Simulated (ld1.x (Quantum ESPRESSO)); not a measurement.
**Sn: one change to a TM potential, before and after**

ld1.x (Quantum ESPRESSO) 7.5 input, shortened:

```
&input
   title='Sn', zed=50., rel=1, dft='PZ', iswitch=3,
   config='[Kr] 4d10 5s2 5p2'
 /
 &inputp
   pseudotype=2, tm=.true., lloc=-2, rcloc=1.90,
   nlcc=.true., new_core_ps=.true., rcore=1.35
 /
2
5S  1  0   2.00   0.00  1.95  1.95  0.0
5P  2  1   2.00   0.00  2.10  2.10  0.0
 &test
   configts(1)='5s2 5p2'
 /
```

All-electron outer shells of the reference configuration (LDA (PZ), scalar-relativistic, ld1.x):

```csv
shell,level (eV),outermost node (bohr),outermost maximum (bohr)
4p,-89.56,0.41,0.79
4d,-25.90,0.39,0.88
5s,-10.81,0.98,2.01
5p,-3.87,1.09,2.55
```

Change: core correction none.

Cutoffs: the cutoffs (Ry, on a coarse ladder) from which the occupation-weighted sum of valence levels, in a spherical-Bessel basis at the reference potential, stays within 10 and 1 mRy of its value at 400 Ry; they do not see the model core or the augmentation charge, which bear on the density cutoff. Errors are all-electron minus pseudo energies relative to the spin-unpolarised reference configuration.

How do hardness, ghosts and transferability respond?

The potential gets neither clearly harder nor softer (21 Ry and 30 Ry → 21 Ry and 30 Ry); of the 9 tests that both files solve, the error grows in 5 and shrinks in 0 by more than 15 % and 0.3 meV (median size 12.0 → 39.8 meV); neither file shows a bound ghost. Exchange and correlation are not linear in the density, so unscreening with the valence charge alone errs where core and valence overlap; a model core restores that term.

| quantity | base | changed |
| --- | --- | --- |
| cutoff, loose | 21 Ry | 21 Ry |
| cutoff, tight | 30 Ry | 30 Ry |
| bound ghosts | none | none |
| error for 5s2 5p1, meV [ΔE 7.10 eV] | -7.1 | +7.3 |
| error for 5s2 5p0, meV [ΔE 21.36 eV] | -58 | +56 |
| error for 5s1 5p0, meV [ΔE 52.81 eV] | -320 | +313 |
| error for 5s1 5p2, meV [ΔE 14.83 eV] | -31 | +27 |
| error for 5s2 5p2.3, meV [ΔE -0.90 eV] | +0.2 | +0.6 |
| error for 5s0 5p4, meV [ΔE 14.40 eV] | -47 | +66 |
| error for 5s1 5p3, meV [ΔE 7.07 eV] | -12 | +14 |
| error for 5s2 5p2 (spin-polarised), meV [ΔE -0.47 eV] | -2.4 | +78 |
| error for 5s2 5p1 (spin-polarised), meV [ΔE 6.95 eV] | -8.7 | +40 |
| s: phases at 2.30 bohr within 0.05 rad from the reference energy up to (Ry; the scan ends near 5) | 1.4 | 1.4 |
| p: phases at 2.30 bohr within 0.05 rad from the reference energy up to (Ry; the scan ends near 5) | 1.9 | 1.9 |
